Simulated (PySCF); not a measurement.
**Bond curve of BAu**

Set-up: basis B x2c-TZVPPall, Au x2c-TZVPPall; spin-free X2C with a Gaussian nucleus; PySCF 2.14. Energies in eV from B + Au (5d10 6s1) in their ground configurations at the same level. State: singlet, closed shell.

Curves on a restricted Hartree–Fock reference rise too fast on stretching and do not dissociate correctly.

| R (Å) | RHF-CCSD |
| --- | --- |
| 1.724 | -2.839 |
| 1.801 | -3.138 |
| 1.859 | -3.247 |
| 1.916 | -3.281 |
| 1.974 | -3.259 |
| 2.050 | -3.167 |
| 2.146 | -2.984 |
| 2.261 | -2.709 |

Problem. Put a parabola through the three lowest points of the RHF-CCSD curve and estimate Re, k and ωe (reduced mass 10.43 u; 1 eV/Å² = 0.16022 mdyn/Å; ωe = 1302.8·√(k/μ) cm⁻¹).

Solution. Through R = 1.859, 1.916, 1.974 Å the second-order coefficient is 8.49 eV/Å², so Re ≈ 1.923 Å, k ≈ 2.72 mdyn/Å and ωe ≈ 665 cm⁻¹. A polynomial fit of higher order to the unrounded RHF-CCSD energies gives Re = 1.920 Å, k = 2.66 mdyn/Å, ωe = 658 cm⁻¹; anharmonicity and rounding make the difference.

The higher-order fit for each curve: RHF-CCSD: Re = 1.920 Å, ωe = 658 cm⁻¹, De = 3.28 eV.

Correlated steps freeze 24 core orbitals. Spin–orbit coupling is left out, which matters for elements this heavy, above all for dissociation energies. Where the molecule has an RHF reference, its open-shell atoms are computed with UHF. The CCSD T1 diagnostic is raised, a sign that a single reference may not be enough here.
